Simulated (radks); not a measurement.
Question: Species: a nucleus of charge 15.4 with 15 electrons. Configuration: [Ne] 3s2 3p3. All-electron calculation, scalar-relativistic Kohn-Sham, PBE, spin-polarised, spherical densities, finite nucleus; open shells are filled with parallel spins first; Fermi nuclear charge, rms radius 3.1889 fm. Program: a radial shooting solver on a logarithmic mesh with Libxc functionals. Some entries of the table are withheld. Estimate them.

orbital,occ.,eigenvalue (hartree),<r^2> (bohr^2)
1s up,1,-81.35951,0.01368
1s down,1,-81.34652,0.01368
2s up,1,-7.07530,0.3012
2s down,1,-7.06212,0.3009
2p up,3,(1),0.2738
2p down,3,(2),0.2733
3s up,1,(3),3.655
3s down,1,(4),3.736
3p up,3,-0.38528,5.294
3p down,0,-0.28047,5.877

Answer: 
(1) 2p up eigenvalue (hartree): -5.17569
(2) 2p down eigenvalue (hartree): -5.15763
(3) 3s up eigenvalue (hartree): -0.73338
(4) 3s down eigenvalue (hartree): -0.62245
